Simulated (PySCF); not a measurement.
Computed shifts of a molecule H11NSi4, PySCF with PBE/pcSseg-1, GIAO, gas phase, atoms alike by connectivity averaged where their shifts nearly agree, in ppm (number of nuclei): ²⁹Si: -34.3 (1), -43.3 (1), -108.4 (1), -117.6 (1). ¹⁵N: 6.6 (1). ¹H: 5.83 (1), 5.37 (1), 5.19 (3), 3.88 (3), 3.79 (2), -1.10 (1). References: ²⁹Si against TMS (σ = 335.4 ppm); ¹⁵N against NH3 (σ = 267.0 ppm); ¹H against TMS (σ = 31.49 ppm), references at their B3LYP-D3(BJ)/def2-TZVP geometries, non-relativistic. Geometry: ωB97X-D3(BJ)/def2-SVP. Other conformers were not sampled.

### Question
Which molecule gave these data?
A. [SiH3]N[SiH2][SiH2][SiH3]
B. N[SiH2][SiH2][SiH2][SiH3]
C. N[Si]([SiH3])([SiH3])[SiH3]
D. N[SiH2][SiH]([SiH3])[SiH3]

### Answer
A, [SiH3]N[SiH2][SiH2][SiH3]
